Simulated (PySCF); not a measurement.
B3LYP has the VWN-RPA correlation part, as in Gaussian. Delta-SCF ions had no search for a lower state. Excitations are Tamm–Dancoff values on a coarser integration grid. The basis has no diffuse functions, so Rydberg states are missing or too high.

C$_{3}$H$_{9}$Ga, SMILES `[CH3][Ga]([CH3])[CH3]` (charge 0, multiplicity 1)

The numbers are results of PySCF with B3LYP-D3(BJ)/def2-TZVP // M06-2X/def2-TZVP, not measurements.

- HOMO: -7.19 eV
- dipole moment: 0.001 e·Å
- HOMO–LUMO gap: 6.35 eV
- LUMO: -0.85 eV
- S1 excitation (TDA): 5.18 eV
- S1 oscillator strength: 0.000
- brightest of the four lowest singlets (TDA): 6.69 eV
- T1 excitation (TDA): 4.89 eV
- S1–T1 gap (TDA): 0.29 eV
- vertical ionisation energy (Delta-SCF): 9.38 eV
- total energy: -2044.7155 Ha
- cost: around 2.9 core-minutes (rough)

```xyz
13

C      1.9558    -0.3437    -0.2062
Ga     0.0030     0.0018     0.0055
C     -1.2898    -1.5144    -0.0858
C     -0.6631     1.8584     0.3009
H      2.5582     0.5585    -0.1083
H      2.2962    -1.0668     0.5383
H      2.1576    -0.7858    -1.1846
H     -1.7186    -1.6942     0.9034
H     -0.8290    -2.4416    -0.4246
H     -2.1235    -1.2771    -0.7493
H     -0.6283     2.4136    -0.6404
H     -1.6911     1.8824     0.6610
H     -0.0310     2.3981     1.0078
```
